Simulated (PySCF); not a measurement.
Input and output

[NdO(OH)]− (singlet in the valence; each metal's 4f electrons, 4 of them, lie in its core potential, out of spins and levels). PySCF 2.14.0, RKS PBE0, Nd lcecp-0-TZVP with ECP50, O def2-TZVP, H def2-TZVP; non-relativistic Hamiltonian with scalar-relativistic core potentials where named; density fitting; no spin-orbit coupling. Purpose: basis and core treatment f-in-core-II/TZVP.

```python
mol = gto.M(atom='''
Nd    -0.01399    -0.05013    -0.46733
O      1.42962     0.03581     0.97373
O     -2.21228     0.01839     0.34554
H     -2.46328     0.08444     1.27361''',
    basis={'Nd': 'lcecp-0-TZVP', 'O': 'def2-TZVP', 'H': 'def2-TZVP'},
    ecp={'Nd': 'lcecp-0-TZVP'},
    charge=-1, spin=0)
mf = dft.RKS(mol, xc='PBE0')
mf.grids.atom_grid = (75, 302)  # f atoms: unpruned, at least (60, 302)
mf = mf.density_fit()  # fitting sets: Nd AutoAux, O def2-universal-JKFIT, H def2-universal-JKFIT
mf.conv_tol = 1e-08; mf.max_cycle = 55
mf.kernel(dm0)  # dm0: free metal ions and neutral atoms
mf.nuc_grad_method().kernel()
```

Run from Python with OMP_NUM_THREADS=2; the lines above give its settings. Where DIIS fails, smearing, a level shift and second-order steps follow.
It took 11 s on 2 threads of Intel(R) Xeon(R) Platinum 8259CL CPU @ 2.50GHz (Skylake/Cascade Lake), on a shared host.

Problem. What does the SCF print?

Solution. 
```
init E= -191.647092883662
cycle= 1 E= -163.587954328556  delta_E= 28.1  |g|= 5.25  |ddm|= 5.56
cycle= 2 E= -152.804761850617  delta_E= 10.8  |g|= 10.3  |ddm|= 8.91
cycle= 3 E= -173.544121224661  delta_E= -20.7  |g|=  5.2  |ddm|= 6.11
cycle= 4 E= -174.92584080782  delta_E= -1.38  |g|= 3.41  |ddm|= 4.19
...
cycle= 14 E= -178.759800030164  delta_E= -1.11e-08  |g|= 2.77e-05  |ddm|= 0.000432
cycle= 15 E= -178.75980003321  delta_E= -3.05e-09  |g|= 1.09e-05  |ddm|= 0.000359
Extra cycle  E= -178.759800033444  delta_E= -2.34e-10  |g|= 1.11e-05  |ddm|= 8.73e-05
converged SCF energy = -178.759800033444
```

The 4f levels lie in the core potential and are missing. The highest filled level lies above zero, as often for anions with such functionals and bases; it isn't the detachment energy.

Problem. What are the Mulliken charges and spins?

Solution. 
```
atom  charge (e)  spin (e)
 Nd1       0.562     0.000
  O2      -0.884     0.000
  O3      -0.931     0.000
  H4       0.254     0.000
```
The spin of the 4f electrons in the core isn't counted.

Problem. What forces act on the atoms (eV/Å)?

Solution. 
```
Nd   0.42  0.01  0.13
O   -0.14 -0.01 -0.20
O   -0.33  0.03  0.33
H    0.04 -0.02 -0.26
```
Forces carry noise of the integration grid, about 0.01 to 0.03 eV/Å.

The geometry was relaxed with PBE0 (Nd lcecp-0-SVP with ECP50, O def2-SVP, H def2-SVP).

An lcecp potential fixes the number of 4f electrons, so in runs with it no electron can move into or out of that shell; real Nd(II) is rare or takes another configuration.
